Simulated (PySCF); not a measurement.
hexafluoroantimonate (F6Sb), SMILES [Sb-]([F])([F])([F])([F])([F])[F], charge -1. Atoms are numbered in the order given.

```xyz
7

F      0.0000    -1.9421     0.0000
Sb     0.0000     0.0000     0.0000
F      0.0000     0.0000    -1.9421
F      1.9421     0.0000     0.0000
F     -1.9421     0.0000     0.0000
F      0.0000     1.9421     0.0000
F      0.0000     0.0000     1.9421
```
Charge -1, spin multiplicity 1.

The structure is a stationary point at B3LYP-D3(BJ)/def2-SVPD. The def2 effective core potentials stand for the cores of Sb; spin–orbit coupling is left out.

All values below come from PySCF with PBE/def2-SVPD.

Mulliken values depend strongly on the basis, most of all with diffuse functions as here. ESP charges are fitted to the potential on shells at 1.4 to 2.0 van der Waals radii. Atomic charges (e):

| atom | Mulliken | ESP fit |
|---|---|---|
| F1 | -0.65 | (withheld) |
| Sb2 | 2.90 | (withheld) |
| F3 | -0.65 | (withheld) |
| F4 | -0.65 | (withheld) |
| F5 | -0.65 | (withheld) |
| F6 | -0.65 | (withheld) |
| F7 | -0.65 | (withheld) |

### Question
Fill in the missing entries. (An estimate is asked for; the answer gives what the named calculation found.)

### Answer

- F1, ESP fit: -0.36
- Sb2, ESP fit: 1.15
- F3, ESP fit: -0.36
- F4, ESP fit: -0.36
- F5, ESP fit: -0.36
- F6, ESP fit: -0.36
- F7, ESP fit: -0.36
